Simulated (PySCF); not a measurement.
Predicted microwave data (PBE0/def2-SVPD in PySCF (dipole) on a GFN2-xTB geometry, gas phase) for one isomer of C8H6FN:

| Quantity | Value |
| --- | --- |
| Rotational constants | A = 3012, B = 891.2, C = 690.6 MHz |
| Dipole components | \|μa\| = 3.61 D, \|μb\| = 0.03 D, \|μc\| = 0.02 D |
| Inertial defect | -3.12 u·Å² |
| κ | -0.83 |

Task: Which candidate fits, each taken in the one conformer that was computed?
A. `N#CC1=C[C@@H]2C=C[C@H]1[C@H]2F`
B. `Fc1ccc2cc[nH]c2c1` (6-fluoroindole)
C. `Cc1cc(C#N)ccc1F` (4-fluoro-3-methylbenzonitrile)
D. `FC1=C2C=CC=CN2C=C1`
E. `[CH:1]#[C:2]/[C:3](=[CH:4]/[C:5]#[N:6])[CH2:7][C:8](=[CH2:9])[F:10]` with C2–C3–C7–C8 81°, C3–C7–C8–C9 94°

Result: C. It is Cc1cc(C#N)ccc1F, an asymmetric top. The candidates at the same level (rigid rotor, commonest isotopes):

```
                        SMILES  A (MHz)  B (MHz)  C (MHz)  μa (D)  μb (D)  μc (D)  Δ (u·Å²)  point group                        rotor
             Fc1ccc2cc[nH]c2c1     3507     1040    802.2    2.77    1.28    0.00      0.00           Cs               asymmetric top
N#CC1=C[C@@H]2C=C[C@H]1[C@H]2F     2989     1018    979.9    2.88    1.77    0.84   -149.74           C1  near-prolate asymmetric top
                Fc1ccn2ccccc12     2739     1286    875.1    2.14    1.61    0.00      0.00           Cs               asymmetric top
               Cc1cc(C#N)ccc1F     3012    891.2    690.6    3.61    0.03    0.02     -3.12            –               asymmetric top
          C#C/C(=C/C#N)CC(=C)F     1606     1162    724.4    2.38    1.84    0.04    -52.04           C1               asymmetric top
```

`N#CC1=C[C@@H]2C=C[C@H]1[C@H]2F` has C 42 % too high; `Fc1ccc2cc[nH]c2c1` has B 17 % too high; `C#C/C(=C/C#N)CC(=C)F` has A 47 % too low; `Fc1ccn2ccccc12` has B 44 % too high. No structure here is proved a minimum.
